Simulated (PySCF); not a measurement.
A structure optimised at PBE0-D3(BJ)/def2-SVP, used in a PySCF frequency run:

```
O
Si 1 1.6542
Si 1 1.6629 2 145.84
H 2 1.4902 1 108.47 3 179.33
H 2 1.4950 4 109.27 1 -120.61
H 2 1.4951 4 109.28 5 -118.80
H 3 1.4966 1 109.20 2 60.23
H 3 1.4967 7 108.26 1 118.79
C 3 1.8634 7 110.69 8 121.50
H 9 1.1006 3 110.75 7 -179.89
H 9 1.1006 10 108.24 3 121.56
H 9 1.1014 10 108.26 11 117.13
```
Charge 0, spin multiplicity 1.

Question: Write its SMILES and formula.

Answer: C[SiH2]O[SiH3], CH8OSi2

Question: What are its rotational constants (standard atomic weights)?

Answer: 14.817, 1.8335, 1.7152 GHz
